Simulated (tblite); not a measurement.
Compound: C₈H₉P.
Structure used (GFN2-xTB), in Å, numbered top down from 1:
```
atom  x, y, z in Å
C1     2.5031   -2.2585    0.7150
C2     2.2687   -1.0968    0.5412
C3     1.9386    0.2839    0.2943
P4     0.7852    0.4227   -1.2173
C5    -0.5957    1.4005   -0.4947
C6    -1.0704    2.7633   -0.2212
C7    -0.8465    0.1060   -0.4249
C8    -1.7471   -0.9276   -0.0428
C9    -1.4265   -2.2164   -0.1108
H10    2.7281   -3.2683    0.8867
H11    2.8517    0.8474    0.0770
H12    1.4438    0.7174    1.1688
H13   -1.1795    3.3111   -1.1575
H14   -2.0311    2.7385    0.2929
H15   -0.3487    3.3015    0.3937
H16   -2.7185   -0.6045    0.3149
H17   -0.4535   -2.5210   -0.4610
H18   -2.1106   -2.9927    0.1848
```

All values are computed: GFN2-xTB (tblite) harmonic vibrations without scaling, gas phase. Against measured fundamentals such values can be off by several per cent, at times by over 20. One conformer, not necessarily the lowest.

Harmonic wavenumbers (cm⁻¹): 26.4, 61.1, 75.8, 85.6, 117.4, 152.4, 166.8, 242.1, 281.7, 305.3, 362.8, 393.8, 462.6, 602.8, 614.9, 632.2, 648.1, 661.1, 693.9, 808.6, 848.5, 878.3, 989.3, 999.0, 1005.3, 1021.9, 1063.6, 1099.2, 1166.6, 1203.5, 1272.2, 1383.7, 1392.0, 1399.5, 1453.9, 1462.9, 1644.7, 1817.8, 2281.9, 2924.2, 2931.5, 2990.9, 3002.3, 3005.9, 3023.4, 3099.0, 3135.3, 3397.4.

A = 1748, B = 1117, C = 772.8 MHz; mass 136.044 u (most abundant isotopes); point group C1, symmetry number 1.

**Question.** Zero-point energy?

**Answer.** Half the sum of the wavenumbers: 29645 cm⁻¹ = 84.76 kcal/mol.

**Question.** What is S at 350 K and 1 bar for an ideal gas of classical rigid rotors and harmonic oscillators?

**Answer.** Translation 41.46, rotation 30.22, vibration 43.40: S = 115.1 cal/(mol K).

**Question.** And Cp and H(350 K) − H(0)?

**Answer.** Cp = 46.41 cal/(mol K), of which vibrations give 38.46 (their classical limit is 48 R = 95.4); H(350 K) − H(0) = 10.17 kcal/mol without the zero-point energy, 7.39 from vibrations.

**Question.** Blend soft modes into free rotors: weight 1/[1 + (100 cm⁻¹/ν̃)⁴] for the oscillator and the rest for a rotor with moment μB/(μ + B), μ = h/(8π²ν), B = 10⁻⁴⁴ kg m². What vibrational entropy results?

**Answer.** 38.63 cal/(mol K) in place of 43.40, which changes −T·S at 350 K by +1.67 kcal/mol.

**Question.** How do the functions run with temperature in this model?

**Answer.** 
```
T (K)  S (cal/(mol K))  Cp (cal/(mol K))  H − H(0) (kcal/mol)  G − H(0) (kcal/mol)  ln q(vib)
  100             74.9              22.1                 1.53                -5.96       2.93
  200             93.4              32.2                 4.25               -14.42       6.46
  300            108.3              41.9                 7.96               -24.52       9.68
  500            133.6              57.8                18.03               -48.80      15.61
  800            164.3              72.7                37.80               -93.68      23.55
 1000            181.3              79.3                53.03              -128.28      28.28
```

q(vib) and H(0) count from the zero-point level.

**Question.** What must be added to the electronic energy to get the Gibbs energy at 350 K and 1 bar?

**Answer.** ZPE + [H(350 K) − H(0)] − T·S = 84.76 + 10.17 − 40.28 = 54.65 kcal/mol.

**Question.** Which modes carry the vibrational entropy at 350 K?

**Answer.** 26.4 cm⁻¹: 6.40; 61.1 cm⁻¹: 4.74; 75.8 cm⁻¹: 4.31; 85.6 cm⁻¹: 4.07; 117.4 cm⁻¹: 3.45; 152.4 cm⁻¹: 2.95 cal/(mol K); the other 42 give 17.48 together.

Hindered rotation and anharmonicity are outside this model. Other conformers, if any are populated, would add a mixing term that is left out. The structure is chiral; the term R ln 2 for an equal mix with its mirror image is left out.
